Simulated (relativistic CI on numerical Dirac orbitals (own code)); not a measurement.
## Fe⁶⁺: 3p photoemission

Computed with this model: Dirac-Coulomb-Breit CI, KLI orbitals optimised for each configuration, QED by a radiative potential, multiplet model of photoemission in the sudden approximation, unscaled Slater integrals; configurations [Ar] 3d2 → [Ne] 3s2 3p5 3d2; 80 K; Lorentzian 0.56 eV and Gaussian 0.6 eV FWHM. Energies are those of the free ion, without screening or charge transfer. The energies are binding energies and can lie tens of eV above those of solids. S is read from ⟨S²⟩ = S(S + 1).

Field parameters in Wybourne normalisation: Oh B⁴₀ = 21Dq, B⁴₄ = √(5/14) B⁴₀. The field is a parameter set, without covalency.

Computed curve for Oh, 10Dq = 36900 cm⁻¹, scaled to 100 at the maximum (points under 2 are left out and the grid is thinned):

| Energy (eV) | Intensity |
| --- | --- |
| 169.8 | 2.1 |
| 170.4 | 3.4 |
| 171.0 | 7.8 |
| 171.6 | 32.2 |
| 172.2 | 51.7 |
| 172.8 | 16.2 |
| 173.4 | 11.2 |
| 174.0 | 26.4 |
| 174.6 | 69.6 |
| 175.2 | 87.8 |
| 175.9 | 72.0 |
| 176.5 | 28.2 |
| 177.1 | 41.0 |
| 177.7 | 43.7 |
| 178.3 | 28.5 |
| 178.9 | 22.1 |
| 179.5 | 13.1 |
| 180.1 | 17.5 |
| 180.7 | 17.0 |
| 181.3 | 14.2 |
| 181.9 | 17.2 |
| 182.5 | 17.5 |
| 183.1 | 10.3 |
| 183.7 | 4.9 |
| 184.3 | 3.5 |
| 184.9 | 5.4 |
| 185.5 | 5.3 |
| 186.1 | 4.8 |
| 186.7 | 6.3 |
| 187.3 | 3.4 |
| 188.0 | 2.6 |
| 188.6 | 2.2 |
| 196.3 | 3.3 |
| 196.9 | 10.9 |
| 197.5 | 10.1 |
| 198.1 | 4.0 |
| 202.5 | 3.7 |
| 203.1 | 12.7 |
| 203.7 | 6.6 |
| 207.0 | 2.0 |

The ground state has S = 1.00, and the centroid lies at 178.68 eV.
